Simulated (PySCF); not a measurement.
Isomers of [C7H14P]+ (charge +1), from PBE0-D3(BJ)/def2-SVP geometry optimisation, gas phase in PySCF. One conformer each, no zero-point energy, no frequencies.

Question: Which isomer lies lowest at this level?
A. `[CH:1]#[C:2][CH2:3][PH2+:4][CH2:5][CH2:6][CH2:7][CH3:8]` (charge +1) with C2–C3–P4–C5 -179°, C3–P4–C5–C6 -167°, P4–C5–C6–C7 -57°, C5–C6–C7–C8 -174°: A = 4806, B = 591.1, C = 543.7 MHz, dipole 1.84 D
B. `C[P@+]12CC[C@H](CC1)C2`: A = 2697, B = 1694, C = 1459 MHz, dipole 2.11 D
C. `[CH:1]#[C:2][CH2:3][P@@H+:4]([CH3:5])[CH2:6][CH2:7][CH3:8]` (charge +1) with C2–C3–P4–C5 177°, C3–P4–C6–C7 -178°, P4–C6–C7–C8 -58°: A = 2267, B = 1054, C = 811.4 MHz, dipole 2.24 D
D. `[CH3:1][PH+:2]([CH:3]1[CH2:4][CH2:5]1)[CH:6]1[CH2:7][CH2:8]1` (charge +1) with C1–P2–C3–C4 -80°, C1–P2–C6–C7 153°: A = 2641, B = 1197, C = 895.7 MHz, dipole 1.43 D
E. `[CH:1]#[C:2][CH2:3][PH+:4]([CH2:5][CH3:6])[CH2:7][CH3:8]` (charge +1) with C2–C3–P4–C5 177°, C3–P4–C5–C6 -57°, C3–P4–C7–C8 174°: A = 1833, B = 1229, C = 785.4 MHz, dipole 1.70 D

Answer: B. That is `C[P@+]12CC[C@H](CC1)C2`, 49.2 kcal/mol below the next.

```
                SMILES                                                   mapped SMILES      E (Eh)  relative (kcal/mol)  relative (kJ/mol)  dipole about centre of mass (D)
C[P@+]12CC[C@H](CC1)C2  [CH3:1][P@+:2]12[CH2:3][CH2:4][C@H:5]([CH2:6][CH2:7]1)[CH2:8]2  -615.57992                  0.0                0.0                             2.11
    C[PH+](C1CC1)C1CC1    [CH3:1][PH+:2]([CH:3]1[CH2:4][CH2:5]1)[CH:6]1[CH2:7][CH2:8]1  -615.50156                 49.2              205.7                             1.43
     C#CC[P@@H+](C)CCC      [CH:1]#[C:2][CH2:3][P@@H+:4]([CH3:5])[CH2:6][CH2:7][CH3:8]  -615.47650                 64.9              271.5                             2.24
       C#CC[PH+](CC)CC        [CH:1]#[C:2][CH2:3][PH+:4]([CH2:5][CH3:6])[CH2:7][CH3:8]  -615.47641                 65.0              271.8                             1.70
        C#CC[PH2+]CCCC         [CH:1]#[C:2][CH2:3][PH2+:4][CH2:5][CH2:6][CH2:7][CH3:8]  -615.45204                 80.2              335.8                             1.84
```
